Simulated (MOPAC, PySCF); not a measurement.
C4H10IIn, SMILES `C[CH2][In]([I])[CH2]C` (C–C–In–I torsion 0°, I–In–C–C torsion 178°), neutral singlet in the gas phase. 

Cartesian coordinates (Å):
```xyz
16

C      3.0073    -0.3457    -0.0060
C      1.5678    -0.7708     0.2594
In     0.0608     0.7004    -0.2470
I      1.1395     2.9817    -1.2706
C     -2.0972     0.8124    -0.1420
C     -2.8085    -0.4363     0.3716
H      3.7172    -1.1418     0.2730
H      3.1771    -0.1094    -1.0669
H      3.2815     0.5549     0.5631
H      1.4112    -1.0191     1.3218
H      1.3080    -1.6828    -0.3025
H     -2.3198     1.6894     0.4861
H     -2.4327     1.0796    -1.1563
H     -2.4967    -0.7012     1.3940
H     -3.9018    -0.2961     0.3966
H     -2.6136    -1.3154    -0.2623
```
Charge 0, spin multiplicity 1.

All levels are single points at this geometry (CAM-B3LYP-D3(BJ)/def2-SVP); Pople sets use spherical d functions. Orbital energies aren't observables, and empty levels follow the basis.

M06-2X/6-31G* (LANL2DZ on I, In) in PySCF gives gap (eV) = 6.82.

**Question.** Estimate the gap (eV) from each of these levels: CAM-B3LYP-D3(BJ)/def2-TZVP in PySCF; TPSSh-D3(BJ)/def2-TZVP in PySCF; BP86/6-31G* (LANL2DZ on I, In) in PySCF; HF/6-31G* (LANL2DZ on I, In) in PySCF; AM1 in MOPAC.

**Answer.** 
```tsv
level	gap (eV)
CAM-B3LYP-D3(BJ)/def2-TZVP in PySCF	7.45
TPSSh-D3(BJ)/def2-TZVP in PySCF	4.57
BP86/6-31G* (LANL2DZ on I, In) in PySCF	3.74
HF/6-31G* (LANL2DZ on I, In) in PySCF	10.29
AM1 in MOPAC	7.75
```
